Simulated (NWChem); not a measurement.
Species: BeO; SMILES [Be]=[O]

```xyz
2

Be     0.0000     0.0000    -0.8849
O      0.0000     0.0000     0.4534
```
Atoms are numbered in this order, from 1.

The geometry was optimised at PBE0/def2-SVP.

### Question
List the 6 lowest vertical singlet excitations from PBE0/aug-cc-pVDZ, full TDDFT (NWChem).

### Answer
```
state  energy (eV)  oscillator strength  leading excitation (squared amplitude)
-----  -----------  -------------------  --------------------------------------
S1            1.60                0.013                      HOMO → LUMO (1.00)
S2            1.60                0.013                    HOMO−1 → LUMO (1.00)
S3            2.98                0.024                    HOMO−2 → LUMO (0.97)
S4            5.66                0.000                  HOMO−1 → LUMO+2 (0.40)
S5            5.72                0.000                  HOMO−1 → LUMO+1 (0.39)
S6            5.72                0.000                  HOMO−1 → LUMO+2 (0.39)
```
